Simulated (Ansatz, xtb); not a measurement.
**Ranking isomers of C6H6BF**

9 gas-phase structures of C6H6BF, from a drawn sample of its isomers (lower ones may exist). Each was relaxed with GFN2-xTB:

A. `C=CC1=CBC=C1F`, a singlet
B. `C=CC1=C(F)BC=C1`, a singlet
C. `C=CC1=C(F)C=CB1`, a singlet
D. `C=CC1=CC=C(F)B1`, a singlet
E. `C=CC1=CC=CB1F`, a singlet
F. `C=CC1=CC(F)=CB1`, a singlet
G. `C=CB1C=CC(F)=C1`, a singlet
H. `C=CC1=CB(F)C=C1`, a singlet
I. `C=CC1=CBC(F)=C1`, a singlet

Q: Which do you expect lowest at r2SCAN-D4/def2-SVP, and how would the others follow?

A: Calculated order at r2SCAN-D4/def2-SVP: H (0.0), E (1.0), G (43.7), F (48.4), A (48.7), C (51.1), I (54.2), B (54.6), D (57.4) kcal/mol. Less than 1 kcal/mol parts H and E; F and A; I and B, so the order within those pairs means little.

Energies above the lowest of each column, in kcal/mol; the last columns are at B3LYP/def2-SVP geometries and were run for some of them only (a dash: not run or not comparable):

```json
{"structure": "H", "GFN2-xTB": "0.0", "HF/STO-3G": "0.0", "r2SCAN-D4/def2-SVP": "0.0", "B3LYP/def2-SVP": "0.0", "CCSD(T)/def2-SVP": "0.0"}
{"structure": "E", "GFN2-xTB": "0.2", "HF/STO-3G": "0.5", "r2SCAN-D4/def2-SVP": "1.0", "B3LYP/def2-SVP": "0.8", "CCSD(T)/def2-SVP": "1.1"}
{"structure": "G", "GFN2-xTB": "38.9", "HF/STO-3G": "36.3", "r2SCAN-D4/def2-SVP": "43.7", "B3LYP/def2-SVP": "–", "CCSD(T)/def2-SVP": "–"}
{"structure": "F", "GFN2-xTB": "29.3", "HF/STO-3G": "43.7", "r2SCAN-D4/def2-SVP": "48.4", "B3LYP/def2-SVP": "–", "CCSD(T)/def2-SVP": "–"}
{"structure": "A", "GFN2-xTB": "29.4", "HF/STO-3G": "42.7", "r2SCAN-D4/def2-SVP": "48.7", "B3LYP/def2-SVP": "–", "CCSD(T)/def2-SVP": "–"}
{"structure": "C", "GFN2-xTB": "30.8", "HF/STO-3G": "43.8", "r2SCAN-D4/def2-SVP": "51.1", "B3LYP/def2-SVP": "–", "CCSD(T)/def2-SVP": "–"}
{"structure": "I", "GFN2-xTB": "30.5", "HF/STO-3G": "47.1", "r2SCAN-D4/def2-SVP": "54.2", "B3LYP/def2-SVP": "–", "CCSD(T)/def2-SVP": "–"}
{"structure": "B", "GFN2-xTB": "31.1", "HF/STO-3G": "47.1", "r2SCAN-D4/def2-SVP": "54.6", "B3LYP/def2-SVP": "–", "CCSD(T)/def2-SVP": "–"}
{"structure": "D", "GFN2-xTB": "32.0", "HF/STO-3G": "48.6", "r2SCAN-D4/def2-SVP": "57.4", "B3LYP/def2-SVP": "–", "CCSD(T)/def2-SVP": "–"}
```

Every level run on H puts it lowest or level with the lowest. Flexible structures stand in one conformer each, not always the lowest. Frequencies (GFN2-xTB) were run for E, H alone.

Over these structures GFN2-xTB departs from r2SCAN-D4/def2-SVP by 8.9 kcal/mol on average once a common shift is removed. A GFN2-xTB relaxation took about 0.24 s and the r2SCAN-D4/def2-SVP energy about 7.2 s on a shared host (Ansatz 0.2.0, xtb 6.7.1).
